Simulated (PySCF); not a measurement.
Point-charge models of `FCc1ccc[nH]1` against its computed dipole.

Coordinates (GFN2-xTB, Å) and charges (e) from the PBE0/pcSseg-1 density (PySCF):

```csv
atom,x,y,z,Mulliken,IAO,Hirshfeld,ESP-fitted
F1,2.315,-0.054,1.376,-0.3498,-0.3384,-0.1395,-0.2203
C2,1.901,0.130,0.067,+0.3115,+0.0256,+0.0188,-0.0387
C3,0.419,0.095,-0.033,+0.0048,+0.0222,+0.0057,+0.1088
C4,-0.468,1.028,-0.509,-0.1593,-0.2206,-0.0967,-0.3096
C5,-1.759,0.481,-0.380,-0.1590,-0.2237,-0.1006,-0.1778
C6,-1.620,-0.761,0.176,+0.1368,-0.1074,-0.0306,-0.2758
N7,-0.298,-0.992,0.373,-0.4301,-0.2190,-0.0626,-0.1924
H8,2.290,1.100,-0.256,+0.1128,+0.1546,+0.0542,+0.1271
H9,2.374,-0.675,-0.510,+0.1095,+0.1419,+0.0427,+0.0854
H10,-0.219,1.990,-0.910,+0.0640,+0.1559,+0.0488,+0.1834
H11,-2.679,0.954,-0.661,+0.0799,+0.1576,+0.0485,+0.1722
H12,-2.360,-1.490,0.441,+0.0915,+0.1611,+0.0560,+0.2071
H13,0.100,-1.808,0.808,+0.1874,+0.2902,+0.1552,+0.3307
```

Compute μ = Σ q r for each scheme (1 e·Å = 4.803 D) and compare with the dipole of the full density.

The full density gives (-0.20, -1.33, -0.91) D, 1.63 D in size; dipole vectors point from the negative to the positive end.

```tsv
scheme	μx	μy	μz	size (D)	share of the full size (%)	angle to the full dipole (°)
Mulliken	0.66	-0.38	-2.21	2.34	143	51
IAO	-0.51	-1.16	-2.02	2.38	146	26
Hirshfeld	-0.13	-1.16	-0.45	1.25	77	13
ESP-fitted	-0.19	-1.35	-0.97	1.67	103	2
```

Which set comes closest?

Length of the difference vector: ESP-fitted 0.07 D, Hirshfeld 0.50 D, IAO 1.16 D, Mulliken 1.83 D. Closest: ESP-fitted. 

What is left for the Hirshfeld atoms' own dipoles?

The Hirshfeld atoms' densities add up to the full density, so μ = Σ q r + Σ (atomic dipoles). The atomic dipoles sum to (-0.20, -1.33, -0.91) − (-0.13, -1.16, -0.45) = (-0.07, -0.17, -0.46) D, 0.50 D in size.

With the origin at the mean of the coordinates, (0.000, 0.000, -0.001) Å, which are the largest single terms, by size, of the Mulliken dipole along the direction of the full one?

F1 +1.71, N7 -1.32, H13 +0.91, C2 -0.57, H8 -0.57 D; all 13 atoms together +1.46 D. The single terms depend on the origin, their sum doesn't.

Give the size of the full dipole in other units.

1.63 D = 0.640 au = 0.339 e·Å = 5.43 × 10⁻³⁰ C·m.

Geometry: GFN2-xTB, one conformer, isolated molecule.

Shape of the structure used: `[F:1][CH2:2][c:3]1[cH:4][cH:5][cH:6][nH:7]1`: F1–C2–C3–C4 122°.
